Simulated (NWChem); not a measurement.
System: CH3BCl2; SMILES CB(Cl)Cl

The following NWChem deck was run.

```
start job
memory heap 200 mb stack 900 mb global 1100 mb
geometry units angstroms noautosym nocenter noautoz
  B     -0.329885     0.008293    -0.019628
  Cl     0.603010     1.486696    -0.186640
  Cl     0.558709    -1.491248     0.194301
  C     -1.886818     0.032234    -0.011567
  H     -2.325313    -0.913208    -0.360705
  H     -2.299447     0.875628    -0.582856
  H     -2.210249     0.166854     1.037402
end
basis spherical
  * library def2-svpd
end
dft
  xc pbe0
  iterations 150
end
property
  response 1 0.0
end
task dft property
```

Output (shortened):

```
             Northwest Computational Chemistry Package (NWChem) 7.3.0
             --------------------------------------------------------

                             Geometry "geometry" -> ""
                             -------------------------

 Output coordinates in angstroms (scale by  1.889725989 to convert to a.u.)

  No.       Tag          Charge          X              Y              Z
 ---- ---------------- ---------- -------------- -------------- --------------
    1 B                    5.0000    -0.32988500     0.00829300    -0.01962800
    2 Cl                  17.0000     0.60301000     1.48669600    -0.18664000
    3 Cl                  17.0000     0.55870900    -1.49124800     0.19430100
    4 C                    6.0000    -1.88681800     0.03223400    -0.01156700
    5 H                    1.0000    -2.32531300    -0.91320800    -0.36070500
    6 H                    1.0000    -2.29944700     0.87562800    -0.58285600
    7 H                    1.0000    -2.21024900     0.16685400     1.03740200

 Effective nuclear repulsion energy (a.u.)     179.0171823091

                              NWChem Property Module
                              ----------------------

                                 NWChem DFT Module
                                 -----------------

 Summary of "ao basis" -> "ao basis" (spherical)
 ------------------------------------------------------------------------------
       Tag                 Description            Shells   Functions and Types
 ---------------- ------------------------------  ------  ---------------------
 B                         def2-svpd                 8       20   4s2p2d
 Cl                        def2-svpd                11       27   5s4p2d
 C                         def2-svpd                 8       20   4s2p2d
 H                         def2-svpd                 4        8   2s2p

            General Information
            -------------------
          SCF calculation type: DFT
          Wavefunction type:  closed shell.
          No. of atoms     :     7
          No. of electrons :    48
           Alpha electrons :    24
            Beta electrons :    24
          Charge           :     0
          Spin multiplicity:     1
          Use of symmetry is: off; symmetry adaption is: off
          Maximum number of iterations: 150
          AO basis - number of functions:   118
                     number of shells:    50
          Convergence on energy requested:  1.00D-06
          Convergence on density requested:  1.00D-05
          Convergence on gradient requested:  5.00D-04

              XC Information
              --------------
                         PBE0 Method XC Functional
                     Hartree-Fock (Exact) Exchange  0.250
          PerdewBurkeErnzerhof Exchange Functional  0.750
            Perdew 1991 LDA Correlation Functional  1.000 local
           PerdewBurkeErnz. Correlation Functional  1.000 non-local

             Grid Information
             ----------------
          Grid used for XC integration:  medium
          Radial quadrature: Mura-Knowles
          Angular quadrature: Lebedev.
          Tag              B.-S. Rad. Rad. Pts. Rad. Cut. Ang. Pts.
          ---              ---------- --------- --------- ---------
          B                   0.85       49          10.0       434
          Cl                  1.00       88          12.0       590
          C                   0.70       49          11.0       434
          H                   0.35       45          12.0       434
          Grid pruning is: on
          Number of quadrature shells:   409
          Spatial weights used:  Erf1

      Superposition of Atomic Density Guess
      -------------------------------------

 Sum of atomic energies:        -982.28623060

      Non-variational initial energy
      ------------------------------

 Total energy =    -983.931920
 1-e energy   =   -1709.611287
 2-e energy   =     546.662185
 HOMO         =      -0.397976
 LUMO         =       0.022617

   convergence    iter        energy       DeltaE   RMS-Dens  Diis-err
 ---------------- ----- ----------------- --------- --------- ---------
 d= 0,ls=0.0,diis     1   -984.4946475236 -1.16D+03  9.85D-03  4.55D-01
 d= 0,ls=0.0,diis     2   -984.4894702269  5.18D-03  6.15D-03  4.36D-01
 d= 0,ls=0.0,diis     3   -984.5470372748 -5.76D-02  1.24D-03  2.72D-02
 d= 0,ls=0.0,diis     4   -984.5508797724 -3.84D-03  2.65D-04  1.26D-03
 d= 0,ls=0.0,diis     5   -984.5510329457 -1.53D-04  5.19D-05  4.59D-05
  Resetting Diis
 d= 0,ls=0.0,diis     6   -984.5510392994 -6.35D-06  1.02D-05  7.41D-07
 d= 0,ls=0.0,diis     7   -984.5510394098 -1.10D-07  2.81D-06  3.97D-08

         Total DFT energy =     -984.551039409786
      One electron energy =    -1712.394850116808
           Coulomb energy =      615.520841690047
    Exchange-Corr. energy =      -66.694213292173
 Nuclear repulsion energy =      179.017182309148

 Numeric. integr. density =       48.000009734101

                       DFT Final Molecular Orbital Analysis
                       ------------------------------------

[...]

 DFT Linear Response polarizability / au
 Frequency  =       0.0000000 / au
              X              Y              Z
 -----------------------------------------------
 X      57.2774958      0.0645132     -0.2835400
 Y       0.0645113     63.3485004     -2.6838301
 Z      -0.2835557     -2.6838298     42.6819781
 -----------------------------------------------
 Eigenvalues =      57.2809291     63.6929020     42.3341432
 Isotropic   =      54.4359914
 Anisotropic =      18.9831027
 -----------------------------------------------

 Magnetic Dipole Response Matrix (nonzero elements):

 Exiting AOResponse driver routine
```

Level: PBE0/def2-SVPD. The geometry was optimised at PBE0/def2-SVP.
